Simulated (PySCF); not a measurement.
**CuF, PBE0: how much the basis matters**

PySCF, UKS reference; singlet, unpaired electrons none; De to Cu (3d10 4s1) + F without counterpoise correction.

```csv
basis,relativity,functions,Re (Å),ωe (cm⁻¹),De (eV),μ (D)
cc-pVDZ-PP/cc-pVDZ,scalar-relativistic core potentials,52,1.732,657,3.97,-4.57
x2c-TZVPPall,spin-free X2C,95,1.742,619,3.93,-5.02
def2-TZVPPD,no relativity,107,1.764,596,3.97,-5.28
```

Q: How does each smaller set differ from the one with most functions, def2-TZVPPD?

A: cc-pVDZ-PP/cc-pVDZ: -3.2 pm, +10.2 % in ωe, +0.00 eV in De; x2c-TZVPPall: -2.2 pm, +3.9 % in ωe, -0.04 eV in De. All at PBE0; the set with most functions is neither the basis-set limit nor always the best. The rows treat relativity differently, so the differences are not basis effects alone.

A positive dipole means Cu(−)F(+). Measured (Huber and Herzberg, Constants of Diatomic Molecules (1979)): Re = 1.74493 Å, ωe = 622.65 cm⁻¹.
